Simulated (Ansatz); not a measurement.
Born–Oppenheimer molecular dynamics of C2H10ClNSi (15 atoms, charge 0, multiplicity 1). It starts from a rough guess of a transition structure, not a stationary point.

The calculation used UKS PBE/STO-3G in Ansatz.

* ensemble: NVE (velocity Verlet)
* time step: 0.5 fs
* steps asked: 150
* starting velocities drawn for: 300 K
* seed: 343491

First frame:

```xyz
15
Properties=species:S:1:pos:R:3
Si -0.209 0.619 -0.230
N 1.197 -0.587 0.815
C 0.217 -0.355 -1.811
C -1.588 -0.012 0.917
H -0.746 1.888 -0.784
H 1.782 0.531 1.238
Cl 1.327 2.198 0.932
H 1.863 -1.125 0.278
H 0.885 -1.111 1.620
H 0.138 -1.427 -1.667
H -0.458 -0.080 -2.614
H 1.225 -0.139 -2.149
H -1.621 -1.095 0.964
H -1.459 0.363 1.926
H -2.554 0.331 0.564
```

(1) What does the run give?

(2) What happens to the structure?

(3) How do temperature and energy run in time?

Results:

(1) All steps were run.

* steps done: 150
* time covered: 75 fs
* mean temperature over the second half: 448 K
* spread of the potential energy over the second half: 14.1 meV per atom
* mean potential energy of the second half above the start: -16.8 meV per atom

The conserved energy stayed within 1.1 meV per atom of its start (net change -0.064 meV per atom), so the integration is sound. The kinetic energy rose, since the run started high on the potential surface and went downhill. It ends in pieces (C2H7ClSi + H3N), so much of that is their flight and rotation, not heat. A run of 0.075 ps of so small a system gives no equilibrium averages. The orbitals were unrestricted but ended closed-shell. Limits of this set-up: minimal basis.

(2) The planned step would form Si1–Cl7, N2–H6 and break Si1–N2, H6–Cl7. These pairs go: Si1–Cl7 2.49 → 2.26 Å, N2–H6 1.33 → 1.13 Å, Si1–N2 2.13 → 2.69 Å, H6–Cl7 1.75 → 2.61 Å. In the last frame they stand as after the step (other bonds may differ from the relaxed reactants and products). It ends as C2H7ClSi + H3N. Pairs count as bonded within 1.25 times the sum of covalent radii (0.12 Å more for H–H). This is one draw of velocities; another would differ in detail.

(3) 
```json
{"time (fs)": "0", "T (K)": "300", "potential energy less start (eV)": "0.000", "conserved less start (meV/atom)": "0.00"}
{"time (fs)": "6", "T (K)": "251", "potential energy less start (eV)": "0.088", "conserved less start (meV/atom)": "0.34"}
{"time (fs)": "12", "T (K)": "360", "potential energy less start (eV)": "-0.103", "conserved less start (meV/atom)": "-0.09"}
{"time (fs)": "18", "T (K)": "533", "potential energy less start (eV)": "-0.400", "conserved less start (meV/atom)": "-0.59"}
{"time (fs)": "24", "T (K)": "466", "potential energy less start (eV)": "-0.281", "conserved less start (meV/atom)": "-0.16"}
{"time (fs)": "30", "T (K)": "548", "potential energy less start (eV)": "-0.426", "conserved less start (meV/atom)": "-0.64"}
{"time (fs)": "36", "T (K)": "485", "potential energy less start (eV)": "-0.317", "conserved less start (meV/atom)": "-0.40"}
{"time (fs)": "42", "T (K)": "351", "potential energy less start (eV)": "-0.085", "conserved less start (meV/atom)": "0.01"}
{"time (fs)": "48", "T (K)": "345", "potential energy less start (eV)": "-0.074", "conserved less start (meV/atom)": "0.18"}
{"time (fs)": "54", "T (K)": "360", "potential energy less start (eV)": "-0.101", "conserved less start (meV/atom)": "0.01"}
{"time (fs)": "60", "T (K)": "704", "potential energy less start (eV)": "-0.696", "conserved less start (meV/atom)": "-1.08"}
{"time (fs)": "66", "T (K)": "595", "potential energy less start (eV)": "-0.505", "conserved less start (meV/atom)": "-0.62"}
{"time (fs)": "72", "T (K)": "363", "potential energy less start (eV)": "-0.107", "conserved less start (meV/atom)": "-0.03"}
```

Time of the run: 19 min on 1 thread of Arm Neoverse N1 (shared host), peak memory 0.14 GiB.
